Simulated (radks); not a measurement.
Results of a calculation; reference values are marked as such.
The antimony anion Sb3-, [Xe], held by a Watson sphere: a shell of charge +4.43 at radius R that stands for the Madelung well of a crystal (potential energy -4.43/R inside, -4.43/r outside, in hartree with lengths in bohr). Level of theory: scalar-relativistic Kohn-Sham, LDA (Slater exchange, Perdew-Wang correlation), spin-unpolarised, spherical densities, point nucleus (a radial shooting solver on a logarithmic mesh with Libxc functionals). Response by self-consistent Sternheimer equations with the Hartree and adiabatic LDA kernel, the relativistic mass of each level held fixed and spin-orbit coupling left out. The sphere does not respond.

| R (bohr) | e(4d) (eV) | e(5s) (eV) | e(5p) (eV) | <r> 5p (bohr) | sum of <r^2> (bohr^2) | X-ray form factor at sin(theta)/lambda = 0.2 1/angstrom | alpha (bohr^3) |
|---|---|---|---|---|---|---|---|
| 2.58 | -44.600 | -26.900 | -18.581 | 2.587 | 77.51 | 41.029 | 31.16 |
| 3.55 | -40.177 | -21.785 | -14.708 | 2.994 | 94.96 | 40.719 | 60.11 |
| 3.68 | -39.779 | -21.247 | -14.252 | 3.046 | 97.34 | 40.711 | 65.46 |
| 4.03 | -38.828 | -19.946 | -13.108 | 3.182 | 103.8 | 40.710 | 82.05 |
| 4.33 | -38.123 | -18.983 | -12.223 | 3.295 | 109.4 | 40.726 | 99.08 |
| 4.7 | -37.364 | -17.960 | -11.245 | 3.431 | 116.3 | 40.758 | 124.3 |
| 4.88 | -37.032 | -17.520 | -10.812 | 3.495 | 119.8 | 40.776 | 138.4 |
